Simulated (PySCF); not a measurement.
Start geometry of `[SiH3]N([SiH3])[SiH2]P([SiH3])[SiH3]` from GFN2-xTB (Å):
```
atom  x, y, z in Å
Si1   -1.861   -1.198    1.600
N2    -1.577    0.187    0.582
Si3   -2.618    0.551   -0.771
Si4   -0.067    1.037    0.646
P5     1.101    0.675   -1.209
Si6    3.099    1.374   -0.536
Si7    1.343   -1.534   -1.157
H8    -1.260   -2.404    1.015
H9    -1.260   -0.910    2.901
H10   -3.308   -1.349    1.720
H11   -2.639    2.004   -0.928
H12   -3.939    0.043   -0.410
H13   -2.133   -0.105   -1.987
H14    0.636    0.598    1.854
H15   -0.332    2.475    0.717
H16    4.090    0.816   -1.456
H17    3.428    0.963    0.833
H18    3.085    2.834   -0.610
H19    2.444   -1.857   -2.067
H20    1.660   -2.057    0.177
H21    0.097   -2.128   -1.640
```

Task: What comes out of this run: PBE0-D3(BJ)/def2-SVP geometry optimisation, gas phase in PySCF?

Result: 
```
atom  x, y, z in Å
Si1   -1.8960   -1.4220    1.6073
N2    -1.5651   -0.1152    0.4797
Si3   -2.6472    0.2088   -0.8724
Si4   -0.0989    0.8383    0.5973
P5     1.0447    0.5703   -1.3321
Si6    3.0805    1.1594   -0.5594
Si7    1.2735   -1.6663   -1.1151
H8    -1.2734   -2.7122    1.1767
H9    -1.3629   -1.0655    2.9546
H10   -3.3752   -1.6170    1.6765
H11   -2.3676    1.5922   -1.3587
H12   -4.0629    0.1021   -0.4105
H13   -2.4412   -0.7535   -1.9977
H14    0.6672    0.3603    1.7900
H15   -0.3972    2.2949    0.7474
H16    4.0653    1.0391   -1.6744
H17    3.5360    0.3106    0.5867
H18    3.0122    2.5823   -0.1083
H19    2.4569   -2.0953   -1.9202
H20    1.4798   -2.0803    0.3088
H21    0.0463   -2.3282   -1.6460
```

The energy falls by 5.4 kcal/mol over 12 energy and gradient evaluations, the largest force component goes from 0.0125 to 4.3e-04 Eh/bohr, and the atoms move by 0.280 Å rms after alignment. The bond that changes most is Si4–P5 (SiH2 silicon to three-coordinate phosphorus), which lengthens by 0.038 Å. Bonds longer at the end by more than 0.005 Å: 20 of 20; shorter: 0. Among the angles that change most is Si4–P5–Si7, from 101.5° to 95.0°. Among the dihedrals that turn most is Si7–P5–Si6–H16, from 58° to 83°. Rotational constants go from 1287, 499.5, 471.1 to 1300, 493.6, 474.7 MHz. The orientation of the end geometry is arbitrary; only internal coordinates are fixed.

The run used 192 basis functions and 76 SCF cycles in all.

No frequency check. The numbers are those of one conformer.
